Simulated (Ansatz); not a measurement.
Born–Oppenheimer molecular dynamics of ClF4H4SiTa (11 atoms, charge 0, multiplicity 1). It starts at the highest image of a converged band, a first-order saddle point between two minima.

The calculation used RKS PBE/def2-SVP (Ansatz 0.2.0).

- ensemble: NVE (velocity Verlet)
- time step: 0.5 fs
- steps asked: 200
- starting velocities drawn for: 100 K
- seed: 5027

First frame:

```xyz
11
Properties=species:S:1:pos:R:3
Ta -0.219 0.264 0.239
F 1.958 -0.514 0.332
Cl -0.552 -0.329 2.475
F 0.374 1.196 -1.301
F -1.930 0.993 0.072
F -0.218 -1.465 -0.492
Si 1.249 2.283 1.401
H 1.671 2.243 2.842
H 2.224 3.082 0.578
H -0.088 2.999 1.321
H 2.083 0.388 0.743
```

Task: How far do the bonds stretch over the last three quarters of this one trajectory? (Pairs bonded in most of those frames.)

Result: 
```csv
bond,mean (Å),spread (Å),shortest,longest
Ta1–F2,2.212,0.131,1.89,2.34
Ta1–Cl3,2.346,0.019,2.31,2.37
Ta1–F4,1.902,0.014,1.88,1.92
Ta1–F5,1.878,0.009,1.87,1.90
Ta1–F6,1.868,0.011,1.85,1.89
Ta1–Si7,2.721,0.042,2.69,2.87
Ta1–H10,2.394,0.191,2.21,2.75
Ta1–H11,2.246,0.092,2.11,2.39
Si7–H8,1.499,0.020,1.46,1.53
Si7–H9,1.500,0.011,1.48,1.52
Si7–H10,1.537,0.010,1.52,1.56
```

Mean temperature of the second half: 253 K. The conserved energy stayed within 0.097 meV per atom of its start (net change 0.049 meV per atom), so the integration is sound. The kinetic energy rose, since the run started high on the potential surface and went downhill. A run of 0.1 ps of so small a system gives no equilibrium averages. The orbitals stay closed-shell, which can raise the energy where a bond breaks towards radicals; this wasn't checked here.

The run took 6.8 min on 4 threads of Arm Neoverse V2 (shared host), peak memory 0.23 GiB.
